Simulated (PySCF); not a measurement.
Work out the structure from these simulated measurements.

Formula: AlH3O3.

- XPS: O1s 538.3 (×3), Al1s 1567.8 eV [ΔSCF SCAN, pcX-2 on the ionised atom, pcseg-1 elsewhere, spin-free X2C]
- Triplet: lowest triplet excitation (Tamm–Dancoff): 7.01 eV [TDA wB97X-D/def2-SVPD]
- Rotational structure: rotational constants A, B, C: 6.544, 6.521, 3.266 GHz [PBE0-D3(BJ)/def2-SVP]
- Dipole: 0.06 D [wB97X-D/def2-SVPD]
- NMR, other nuclei: isotropic shieldings of nuclei other than C and H, by class: 331 (3 O), 455 (1 Al) ppm [GIAO B3LYP/pcSseg-1 (pcSseg-2 on Al)]
- 1H NMR: chemical shifts (computed TMS as zero) by class: 1.14 (3 H) ppm [GIAO B3LYP/pcSseg-1 (pcSseg-2 on Al)]

Electronic properties: PySCF, gas phase, density fitting. Levels stand in brackets. The structure is a single PBE0-D3(BJ)/def2-SVP conformer in the gas phase; no vibrational or solvent corrections. NMR values are class means; diastereotopic atoms form classes of their own.

Problem. Give a SMILES that accounts for the data.

Solution. All hydrogens form one class (1.14 ppm): hydrogen on oxygen. The other shieldings belong to: 331 ppm, oxygen bonded to Al and H; 455 ppm, aluminium bonded to 3 O. The core levels belong to: O1s 538.3 eV, oxygen bonded to Al and H; Al1s 1567.8 eV, aluminium bonded to 3 O. By its constants the optimised geometry is a nearly oblate symmetric top. Structure: `[OH][Al]([OH])[OH]` (Al(OH)3). The assignments are read from this structure; whether some other isomer fits the data as well wasn't checked.
